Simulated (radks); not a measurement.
Coulomb parameter of the 4d shell of the zirconium ion Zr2+ in the model configuration [Kr] 4d1 5s1, as a second difference U = [E(n + 1) + E(n - 1) - 2 E(n)] / (1)^2 with all orbitals relaxed. "Bare": the charge of the atom changes with n. "Screened": the 5s shell takes up the change at fixed total charge, which measures U(4d,4d) + U(5s,5s) - 2 U(4d,5s). Method: scalar-relativistic Kohn-Sham, r2SCAN, spin-unpolarised, spherical densities, finite nucleus; meta-GGA in the generalised Kohn-Sham scheme; Fermi nuclear charge, rms radius 4.2694 fm; computed with a radial shooting solver on a logarithmic mesh with Libxc functionals.

| case | configuration | E - E(n) (eV) |
|---|---|---|
| start | [Kr] 4d1 5s1 | 0.000 |
| bare +1 | [Kr] 4d2 5s1 | -14.523 |
| bare -1 | [Kr] 5s1 | 25.006 |
| screened +1 | [Kr] 4d2 | -1.983 |
| screened -1 | [Kr] 5s2 | 2.729 |

U(bare) = 10.484 eV, U(screened by 5s) = 0.746 eV, against the Slater integral F0(4d,4d) = 12.866 eV with frozen orbitals.
